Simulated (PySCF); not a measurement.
Isomers of C7H6F4, from PBE0-D3(BJ)/def2-SVP geometry optimisation, gas phase in PySCF. One conformer each, no zero-point energy, no frequencies.

**Question.** Which isomer lies lower at this level?
A. `[CH2:1]=[CH:2]/[CH:3]=[CH:4]/[C:5](=[CH:6]\[F:7])[C:8]([F:9])([F:10])[F:11]` with C1–C2–C3–C4 179°, C3–C4–C5–C6 179°: A = 1387, B = 721.6, C = 517.2 MHz, dipole 0.97 D
B. `FC(F)(F)[C@]12[C@@H]3C[C@@]1(F)C[C@@H]32`: A = 1824, B = 972.3, C = 876.1 MHz, dipole 2.92 D

**Answer.** A. That is `C(F)(F)(F)C(=C/F)/C=C/C=C`, 6.2 kcal/mol below the other.

| SMILES | mapped SMILES | E (Eh) | relative (kcal/mol) | relative (kJ/mol) | dipole (D) |
| --- | --- | --- | --- | --- | --- |
| C=C/C=C/C(=C\F)C(F)(F)F | [CH2:1]=[CH:2]/[CH:3]=[CH:4]/[C:5](=[CH:6]\[F:7])[C:8]([F:9])([F:10])[F:11] | -668.49414 | 0.0 | 0.0 | 0.97 |
| FC(F)(F)[C@]12[C@@H]3C[C@@]1(F)C[C@@H]32 | [F:1][C:2]([F:3])([F:4])[C@:5]12[C@@H:6]3[CH2:7][C@@:8]1([F:9])[CH2:10][C@H:11]23 | -668.48423 | 6.2 | 26.0 | 2.92 |

As drawn, the lower has a C=C bond outside aromatic rings, which the higher lacks; the higher has a three-membered ring, a four-membered ring and a quaternary carbon, which the lower lacks.
